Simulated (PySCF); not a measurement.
A GIAO shielding run with PySCF 2.14 (density fitting, non-relativistic, gas phase) on `[SiH3]O[SiH2]NCC1CC1`, C4H13NOSi2:

```
$ OMP_NUM_THREADS=1 python probes_run.py task.json out

{"job": {"kind": "nmr", "xc": "PBE0", "basis": "pcSseg-1"}, "charge": 0, "multiplicity": 1}
Si     4.244221    -0.521500    -0.898325
O      2.828450    -0.448393    -0.132813
Si     1.771107    -0.020280     1.017507
N      0.245592    -0.164560     0.263083
C     -1.011330     0.100858     0.917650
C     -2.010821     0.694852    -0.048961
C     -2.891727    -0.210432    -0.856817
C     -3.477653     0.617993     0.245834
H      4.225751     0.502224    -1.941041
H      5.317931    -0.277637     0.064417
H      4.307301    -1.873650    -1.449758
H      1.980322     1.378530     1.393801
H      2.023506    -0.923962     2.148765
H      0.142404    -0.775012    -0.533692
H     -0.813812     0.802248     1.732130
H     -1.433396    -0.813275     1.361304
H     -1.645855     1.590997    -0.534776
H     -2.808952    -1.275315    -0.697558
H     -3.115986     0.058465    -1.877709
H     -3.784472     0.115841     1.150871
H     -4.101501     1.458949    -0.014975
```

Hardware: 1 thread of an Arm Neoverse V1, shared host. The job also computes population analyses, field gradients, ring-centre shieldings.

(1) How large is the calculation?

(2) How long does it take, and how much memory does it need?

Answers

(1) 80 electrons, 215 basis functions and 1157 auxiliary functions.

(2) 53 s of wall time, with 13 SCF cycles and 4 response iterations; peak memory 0.96 GiB. Times on a shared host scatter by some tens of per cent.
